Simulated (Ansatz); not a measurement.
# One arrangement of a pair

The pair of F⁻ (SMILES [F-], atom 1) and HBr (SMILES Br, atoms 2–3), both closed shells, in one local arrangement (a lower one may exist), relaxed at PBE0-D4/def2-TZVPD:

F1  (0.015, 0.387, -2.027)
Br2  (-0.002, -0.056, 0.291)
H3  (-0.013, -0.332, 1.736)
(Å)

Ansatz 0.2.0; basis: def2-TZVPPD, with def2-QZVPPD for the basis limit; cores frozen in the correlated methods. Filled d shells of the heavier atoms are correlated. The def2 sets are not built for correlating such inner shells, so the correlated values are less sure here. B3LYP uses VWN-RPA correlation. Extrapolation: Hartree–Fock as exp(−7.88 √X), correlation as X^−2.97. Interaction energies count from these two fragments, frozen as in the pair, with the counterpoise correction; negative means bound.

Q: What is the interaction energy by CCSD(T) at an estimated basis limit (MP2 extrapolated from triple and quadruple zeta, plus CCSD(T) − MP2 in triple zeta)? (Judge from chemistry; the value comes from the calculation.)

A: By the calculation: -51.5 kJ/mol. Hartree–Fock alone gives -34.2 kJ/mol at the basis limit. It counts from the two fragments frozen as in the pair.

The same quantity by other methods in triple zeta, and each one's difference from that estimate:
```json
{"method": "PBE-D4", "E_int (kJ/mol)": "-69.4", "difference": "-17.9"}
{"method": "revPBE-D4", "E_int (kJ/mol)": "-61.9", "difference": "-10.4"}
{"method": "BLYP-D4", "E_int (kJ/mol)": "-62.2", "difference": "-10.7"}
{"method": "r2SCAN-D4", "E_int (kJ/mol)": "-68.5", "difference": "-17.0"}
{"method": "B97M-V", "E_int (kJ/mol)": "-66.5", "difference": "-15.0"}
{"method": "PBE0-D4", "E_int (kJ/mol)": "-62.2", "difference": "-10.7"}
{"method": "B3LYP-D4", "E_int (kJ/mol)": "-58.9", "difference": "-7.4"}
{"method": "HSE06-D4", "E_int (kJ/mol)": "-62.7", "difference": "-11.2"}
{"method": "wB97X-V", "E_int (kJ/mol)": "-51.6", "difference": "-0.1"}
{"method": "wB97M-V", "E_int (kJ/mol)": "-53.5", "difference": "-2.0"}
{"method": "B2PLYP", "E_int (kJ/mol)": "-51.8", "difference": "-0.3"}
{"method": "HF", "E_int (kJ/mol)": "-33.0", "difference": "18.5"}
{"method": "MP2", "E_int (kJ/mol)": "-44.3", "difference": "7.2"}
{"method": "CCSD", "E_int (kJ/mol)": "-43.0", "difference": "8.5"}
{"method": "CCSD(T)", "E_int (kJ/mol)": "-46.3", "difference": "5.2"}
```
Differences are method less estimate.

Q: Which atoms make the shortest contact between the fragments?

A: F1 and Br2, 2.36 Å apart.

Energy to bend the free fragments (PBE0-D4 minima) into their shapes in the pair, CCSD(T)/def2-TZVPPD: HBr 3.5 kJ/mol. This must be added to the interaction energy to get the binding energy from relaxed fragments.

Basis-set superposition shift (counterpoise-corrected less uncorrected): CCSD(T) 4.1; MP2 3.9; HF 0.3; PBE0-D4 0.4; wB97M-V 0.4 kJ/mol.

T1 diagnostic: at most 0.023.

For scale, one of the runs: CCSD(T)/def2-TZVPPD, 114 basis functions, launched by `ansatz run in.yaml --threads 2 --pin off --events-out ev --progress --plain --max-ram 5222MiB`. The run took about 4.5 s on 2 CPU threads of an Arm Neoverse V2 (shared host).
